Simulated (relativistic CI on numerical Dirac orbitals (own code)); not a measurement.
Co2+ in a cubic cluster: 3p photoemission with charge transfer

Computed with a charge-transfer multiplet model of a cubic metal-ligand cluster with up to 3 ligand holes, Slater and spin-orbit integrals from Dirac-Coulomb-Breit ions, Slater integrals scaled by 0.8. The ground state mixes d7 with configurations of k ligand holes L, whose averages lie at kΔ + k(k − 1)U_dd/2; a core hole lowers each added d electron by U_cd. 300 K, Lorentzian 0.9 eV and Gaussian 0.8 eV FWHM.

Atomic integrals in eV (Slater integrals scaled, ζ unscaled), ground: F2dd 9.233, F4dd 5.731, zeta_d 0.063; with the core hole: F2dd 10.133, F4dd 6.331, zeta_d 0.070, zeta_core 1.221, F2cd 10.914, G1cd 13.498, G3cd 8.222.

Cluster parameters (eV): Δ = 1.7, U_cd = 7.8, 10Dq = 1.45, 10Dq(ligand) = 1.4, V(eg) = 1.4, V(t2g) = -0.62, final-state hopping factor = 0.9.

```
         Case   n_d    d7   d8L  d9L2  d10L3     S
U_dd = 4.9 eV  7.51  0.52  0.44  0.03   0.00  0.57
U_dd = 5.6 eV  7.49  0.53  0.44  0.03   0.00  0.57
  U_dd = 7 eV  7.47  0.55  0.43  0.02   0.00  0.59
U_dd = 7.7 eV  7.47  0.55  0.43  0.02   0.00  0.59
U_dd = 9.1 eV  7.45  0.56  0.42  0.01   0.00  0.61
```

Weights, n_d and S are thermal averages at 300 K. Binding energies count from the first peak over 30 % of the highest in each spectrum, which can be another peak from case to case. The parameters are a model scan and need not match a compound or its usual spin state. Peaks in eV (height, largest 100):
- U_dd = 4.9 eV: 0.0 (100), 5.9 (63), 7.7 (57), 9.5 (50), 11.8 (42), 14.9 (28), 18.4 (25), 25.0 (11)
- U_dd = 5.6 eV: 0.0 (100), 6.0 (66), 7.6 (56), 9.4 (50), 12.0 (43), 15.5 (31), 18.4 (24), 24.9 (11)
- U_dd = 7 eV: 0.0 (100), 6.0 (68), 9.0 (54), 12.3 (45), 15.6 (35), 18.1 (22), 24.6 (12)
- U_dd = 7.7 eV: 0.0 (100), 6.1 (66), 9.0 (56), 12.4 (45), 15.4 (35), 18.1 (22), 24.5 (12)
- U_dd = 9.1 eV: 0.0 (100), 5.6 (66), 7.7 (61), 8.8 (58), 12.5 (42), 15.5 (38), 17.4 (25), 24.4 (13)

Curve for U_dd = 4.9 eV (points under 2 left out, the grid thinned):

```json
{"E (eV)": "-3.5", "Intensity": "3.7"}
{"E (eV)": "-2.8", "Intensity": "5.5"}
{"E (eV)": "-2.0", "Intensity": "10.5"}
{"E (eV)": "-1.3", "Intensity": "25.5"}
{"E (eV)": "-0.5", "Intensity": "82.1"}
{"E (eV)": "0.2", "Intensity": "96.5"}
{"E (eV)": "0.9", "Intensity": "71.5"}
{"E (eV)": "1.7", "Intensity": "44.5"}
{"E (eV)": "2.4", "Intensity": "30.0"}
{"E (eV)": "3.1", "Intensity": "23.8"}
{"E (eV)": "3.9", "Intensity": "26.8"}
{"E (eV)": "4.6", "Intensity": "38.8"}
{"E (eV)": "5.4", "Intensity": "57.4"}
{"E (eV)": "6.1", "Intensity": "61.7"}
{"E (eV)": "6.8", "Intensity": "52.2"}
{"E (eV)": "7.6", "Intensity": "56.6"}
{"E (eV)": "8.3", "Intensity": "49.1"}
{"E (eV)": "9.1", "Intensity": "47.4"}
{"E (eV)": "9.8", "Intensity": "49.0"}
{"E (eV)": "10.5", "Intensity": "41.6"}
{"E (eV)": "11.3", "Intensity": "40.8"}
{"E (eV)": "12.0", "Intensity": "42.0"}
{"E (eV)": "12.7", "Intensity": "37.3"}
{"E (eV)": "13.5", "Intensity": "29.0"}
{"E (eV)": "14.2", "Intensity": "26.5"}
{"E (eV)": "15.0", "Intensity": "27.8"}
{"E (eV)": "15.7", "Intensity": "27.1"}
{"E (eV)": "16.4", "Intensity": "26.5"}
{"E (eV)": "17.2", "Intensity": "22.7"}
{"E (eV)": "17.9", "Intensity": "21.9"}
{"E (eV)": "18.7", "Intensity": "23.9"}
{"E (eV)": "19.4", "Intensity": "19.0"}
{"E (eV)": "20.1", "Intensity": "11.9"}
{"E (eV)": "20.9", "Intensity": "5.9"}
{"E (eV)": "21.6", "Intensity": "3.8"}
{"E (eV)": "22.4", "Intensity": "3.1"}
{"E (eV)": "23.1", "Intensity": "3.9"}
{"E (eV)": "23.8", "Intensity": "6.0"}
{"E (eV)": "24.6", "Intensity": "10.4"}
{"E (eV)": "25.3", "Intensity": "10.6"}
{"E (eV)": "26.0", "Intensity": "8.3"}
{"E (eV)": "26.8", "Intensity": "3.8"}
{"E (eV)": "27.5", "Intensity": "2.5"}
{"E (eV)": "28.3", "Intensity": "2.6"}
{"E (eV)": "29.0", "Intensity": "2.1"}
```

For the case U_dd = 7 eV, Δ = 1.7 eV is smaller than U_dd = 7 eV, the charge-transfer side of the Zaanen-Sawatzky-Allen scheme. With the core hole the average of the configuration with one ligand hole lies at Δ − U_cd = -6.1 eV before mixing: it lies below the unscreened one, so the lowest final states are mostly screened and the unscreened weight appears at higher binding energy as a satellite.
